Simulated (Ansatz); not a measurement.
Total energies of C$_{3}$H$_{9}$ClFNSn (`CC[N](C)[SnH]([F])[Cl]`).

```xyz
16

C     1.5321    1.0285    0.7712
C     0.6910    0.8488   -0.4732
N    -0.5665    0.1796   -0.2082
C    -1.3713    0.0001   -1.4011
Sn   -0.5979   -1.3063    1.1295
F    -2.3452   -2.0462    0.8713
Cl    0.8659   -3.0314    0.5698
H     1.8787    0.0666    1.1701
H     0.9756    1.5528    1.5521
H     2.4295    1.6076    0.5475
H     0.4583    1.8347   -0.8994
H     1.2767    0.3136   -1.2384
H    -2.2962   -0.5281   -1.1660
H    -0.8470   -0.5560   -2.1921
H    -1.6401    0.9825   -1.8076
H    -0.4436   -0.9469    2.7745
```

The species carries charge 0 and has multiplicity 1. Correlated methods include outer-core shells of Sn, which these sets cover unevenly. Sn takes the def2 core potential. The structure was optimised at the PBE0-D4/def2-TZVP level. It is one conformer, not always the lowest. Basis def2-TZVPP, the Gaussian-basis code of Ansatz.

RPA on PBE orbitals: Hartree–Fock energy of these orbitals -945.68012 Eh, correlation -2.36733 Eh (frozen core).

```tsv
functional	energy without D4 (Eh)	D4 term (kJ/mol)
LDA (SPW92)	-944.99064	–
PBE	-948.50452	-42.0
r2SCAN	-948.93526	-11.1
B97M-V	-948.87508	–
PBE0	-948.57542	-36.1
r2SCANh	-948.90897	-11.8
r2SCAN0	-948.87160	-13.0
HSE06 (plane-wave form)	-948.55167	-33.9
CAM-B3LYP	-948.91013	-37.1
ωB97M-V	-948.84428	–
```

(1) Give the same for revPBE, BLYP, B3LYP, BHLYP, LC-ωPBE, ωB97X-V, B2PLYP, PBE-QIDH. (Best estimate.)

B3LYP takes the VWN-RPA correlation (the form of Gaussian; ORCA's B3LYP/G). HSE06 is the plane-wave form, built on full-range PBE exchange. The double hybrids freeze the cores in their second-order part.

Results:

(1) The calculation gave: 
| functional | energy without D4 (Eh) | D4 term (kJ/mol) |
| --- | --- | --- |
| revPBE | -948.89278 | -118.9 |
| BLYP | -948.86773 | -89.5 |
| B3LYP | -949.12117 | -67.1 |
| BHLYP | -948.80884 | -53.5 |
| LC-ωPBE | -948.78282 | – |
| ωB97X-V | -948.86373 | – |
| B2PLYP | -948.47906 | – |
| PBE-QIDH | -948.26654 | – |

LC-ωPBE has ω = 0.4 bohr⁻¹.
